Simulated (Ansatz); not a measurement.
```xyz
2

Si    0.0000    0.0000    0.0000
O     0.0000    0.0000    3.0200
```

Basis set: pcseg-2 (spherical functions). Charge 0, multiplicity 1.

Computed with Ansatz (development build ahead of 0.2.0); each method stands on the lowest determinant of its kind that the runs found. Restricted functionals stand beside restricted open-shell atoms, which can lie above the unrestricted atoms usual in DFT and then raise those values.

The atomization energy at this shape (free ground-state atoms in the same class of orbitals less the molecule, no zero-point energy) of singlet SiO:

```json
{"method": "PBE0 (unrestricted)", "atomization energy": "0.69 eV"}
{"method": "PBE0 (restricted)", "atomization energy": "-1.47 eV"}
```

Question: What does UHF give?

Answer: 0.09 eV. Caution: the shape is not the minimum. Caution for PBE0 (unrestricted), UHF: the unrestricted determinant is a mixture of spin states. Caution for PBE0 (restricted): an unrestricted determinant lies well below; the molecule lies well above its atoms at this level.
